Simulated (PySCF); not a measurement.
# RuNCl2, doublet: structure and spectrum

Computed with UPBE0/[Ru def2-TZVP with ECP28, N def2-TZVP, Cl def2-TZVP], scalar-relativistic core potentials, density fitting, no spin–orbit coupling, PySCF.

The structure is a minimum.

Coordinates in bohr (charge 0 multiplicity 2):
```
Ru    0.3978   -0.2990    0.0000
N     2.7598   -2.0747    0.0000
Cl   -1.1262    0.8466   -3.7218
Cl   -1.1262    0.8466    3.7218
```

| Item | Value |
| --- | --- |
| Point group | C2v |
| Bond lengths | Ru–Cl 2.213 Å (×2), Ru–N 1.564 Å |
| Bond angles | Cl–Ru–Cl 125.7°, Cl–Ru–N 117.1° (×2) |
| Rotational symmetry number | 2 |
| Lowest empty level (β) | -4.86 eV |
| Highest occupied level (β) | -8.18 eV |
| Enthalpy at 298.15 K above 0 K | 16.66 kJ/mol |
| Dipole moment | 0.66 D |
| Entropy at 298.15 K and 1 bar (electronic part: spin only) | 333.3 J/(mol K) |
| Spin squared ⟨S²⟩ | 0.767 |
| Rotational constants | 0.1819, 0.06214, 0.04632 cm⁻¹ |
| Principal quadrupole moments (Buckingham, traceless) about the centre of mass | -3.37, 0.80, 2.57 D Å |
| Atomisation energy without zero-point energy | 1163 kJ/mol |
| Principal polarisabilities | 42.4, 67.7, 86.6 bohr³ |
| Zero-point energy | 14.9 kJ/mol |
| Heat capacity Cp at 298.15 K | 69.8 J/(mol K) |

Harmonic modes (masses in u: Ru 101.904, N 14.003, Cl 34.969):
```
symmetry  ω (cm⁻¹)  IR (km/mol)     type
      b1       100          5.5     bend
      a1       101          1.2     bend
      b2       246          0.5     bend
      a1       383         20.7  stretch
      b2       446         83.0  stretch
      a1      1222         61.3  stretch
```

In C2v the vibrations span b1 + 3a1 + 2b2. Here b1 is antisymmetric to the molecular plane and b2 lies in it.

Charges (e):
```json
{"atom": "Ru1", "Mulliken": "1.06", "Löwdin": "0.04", "polar tensor": "1.28", "spin (Mulliken)": "0.95", "Mayer order to Ru1": "–"}
{"atom": "N2", "Mulliken": "-0.34", "Löwdin": "-0.12", "polar tensor": "-0.34", "spin (Mulliken)": "-0.20", "Mayer order to Ru1": "2.60"}
{"atom": "Cl3,4", "Mulliken": "-0.36", "Löwdin": "0.04", "polar tensor": "-0.47", "spin (Mulliken)": "0.12", "Mayer order to Ru1": "0.98"}
```

Mulliken populations on Ru1 (electrons outside its core potential): s 2.47, p 6.20, d 6.25, f 0.02.

Formally Ru is in oxidation state +5, d3, with 1 unpaired electron (the high-spin count would be 3). The Mulliken spin on Ru is 0.95. The polar-tensor charge on Ru, 1.28, is far below the formal one.

This need not be the most stable arrangement of these atoms. Open d and f shells are described by one determinant, and the ground state may have another occupation or spin.

The final relaxation and frequency run took 98 s on 4 threads of a shared Arm Neoverse V1 host, with 145 basis functions and 15 gradients; the process peaked at 1.6 GiB.
